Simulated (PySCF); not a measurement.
Isomers of C7H13ClOSi, mass 176.042 u with the commonest isotopes. Level of theory: PBE0/pcSseg-1 in PySCF (dipole) on a GFN2-xTB geometry, gas phase. One conformer each, none proved a minimum here; rigid rotors.

Question: Order these by out-of-plane moment Σ m c² = (Ia + Ib − Ic)/2, largest first.
A. `[CH3:1][C@@:2]1([C:3](=[O:4])[Cl:5])[CH2:6][CH2:7][C@@H:8]([SiH3:9])[CH2:10]1` with C1–C2–C3–O4 -120°, C1–C2–C6–C7 120°, C2–C6–C7–C8 27°, C6–C7–C8–Si9 -166°, C7–C8–C10–C2 40°
B. `[CH3:1][CH2:2][CH2:3][C:4](=[O:5])/[C:6]([Cl:7])=[CH:8]\[SiH2:9][CH3:10]` with C1–C2–C3–C4 63°, C2–C3–C4–O5 -101°, C3–C4–C6–Cl7 5°, C6–C8–Si9–C10 178°
C. `[CH3:1][CH:2]([CH3:3])[CH2:4][O:5][C:6]1=[C:7]([SiH2:8][Cl:9])[CH2:10]1` with C1–C2–C4–O5 66°, C2–C4–O5–C6 -98°, C4–O5–C6–C7 -4°, C6–C7–Si8–Cl9 -137°
D. `[CH3:1][SiH2:2]/[CH:3]=[C:4](/[Cl:5])[C:6](=[O:7])[CH:8]([CH3:9])[CH3:10]` with C1–Si2–C3–C4 -75°, C3–C4–C6–O7 1°, C4–C6–C8–C9 -83°
E. `[CH3:1][CH2:2][O:3][C@:4]1([CH3:5])[CH:6]=[C:7]([Cl:8])[CH2:9][SiH2:10]1` with C1–C2–O3–C4 -160°, C2–O3–C4–C5 -60°

Answer: E (116.67 u·Å²), A (100.46 u·Å²), D (80.68 u·Å²), C (73.51 u·Å²), B (64.64 u·Å²).

Question: Order these by dipole moment, smallest first.
A. `[CH3:1][SiH2:2]/[CH:3]=[C:4](/[Cl:5])[C:6](=[O:7])[CH:8]([CH3:9])[CH3:10]` with C1–Si2–C3–C4 -75°, C3–C4–C6–O7 1°, C4–C6–C8–C9 -83°
B. `[CH3:1][CH2:2][CH2:3][C:4](=[O:5])/[C:6]([Cl:7])=[CH:8]\[SiH2:9][CH3:10]` with C1–C2–C3–C4 63°, C2–C3–C4–O5 -101°, C3–C4–C6–Cl7 5°, C6–C8–Si9–C10 178°
C. `[CH3:1][CH:2]([CH3:3])[CH2:4][O:5][C:6]1=[C:7]([SiH2:8][Cl:9])[CH2:10]1` with C1–C2–C4–O5 66°, C2–C4–O5–C6 -98°, C4–O5–C6–C7 -4°, C6–C7–Si8–Cl9 -137°
D. `[CH3:1][CH2:2][O:3][C@:4]1([CH3:5])[CH:6]=[C:7]([Cl:8])[CH2:9][SiH2:10]1` with C1–C2–O3–C4 -160°, C2–O3–C4–C5 -60°
E. `[CH3:1][C@@:2]1([C:3](=[O:4])[Cl:5])[CH2:6][CH2:7][C@@H:8]([SiH3:9])[CH2:10]1` with C1–C2–C3–O4 -120°, C1–C2–C6–C7 120°, C2–C6–C7–C8 27°, C6–C7–C8–Si9 -166°, C7–C8–C10–C2 40°

Answer: B (1.58 D), A (1.80 D), D (2.65 D), E (2.78 D), C (3.42 D).

Question: Order these by rotational constant A, smallest first.
A. `[CH3:1][CH2:2][CH2:3][C:4](=[O:5])/[C:6]([Cl:7])=[CH:8]\[SiH2:9][CH3:10]` with C1–C2–C3–C4 63°, C2–C3–C4–O5 -101°, C3–C4–C6–Cl7 5°, C6–C8–Si9–C10 178°
B. `[CH3:1][CH:2]([CH3:3])[CH2:4][O:5][C:6]1=[C:7]([SiH2:8][Cl:9])[CH2:10]1` with C1–C2–C4–O5 66°, C2–C4–O5–C6 -98°, C4–O5–C6–C7 -4°, C6–C7–Si8–Cl9 -137°
C. `[CH3:1][C@@:2]1([C:3](=[O:4])[Cl:5])[CH2:6][CH2:7][C@@H:8]([SiH3:9])[CH2:10]1` with C1–C2–C3–O4 -120°, C1–C2–C6–C7 120°, C2–C6–C7–C8 27°, C6–C7–C8–Si9 -166°, C7–C8–C10–C2 40°
D. `[CH3:1][SiH2:2]/[CH:3]=[C:4](/[Cl:5])[C:6](=[O:7])[CH:8]([CH3:9])[CH3:10]` with C1–Si2–C3–C4 -75°, C3–C4–C6–O7 1°, C4–C6–C8–C9 -83°

Answer: D (1192 MHz), A (1327 MHz), B (1672 MHz), C (2022 MHz).

```csv
SMILES,point group,Ia (u·Å²),Ib (u·Å²),Ic (u·Å²),κ,μa (D),μb (D),μc (D)
C[C@@]1(C(=O)Cl)CC[C@@H]([SiH3])C1,C1,249.97,970.21,1019.26,-0.97,1.35,2.36,0.58
CC(C)COC1=C([SiH2]Cl)C1,C1,302.29,1154.56,1309.82,-0.92,3.27,1.01,0.11
CCO[C@]1(C)C=C(Cl)C[SiH2]1,C1,297.65,966.61,1030.92,-0.95,1.89,1.69,0.77
CCCC(=O)/C(Cl)=C\[SiH2]C,C1,380.81,832.16,1083.69,-0.67,1.40,0.63,0.38
C[SiH2]/C=C(/Cl)C(=O)C(C)C,C1,424.12,704.50,967.26,-0.42,1.65,0.07,0.71
```
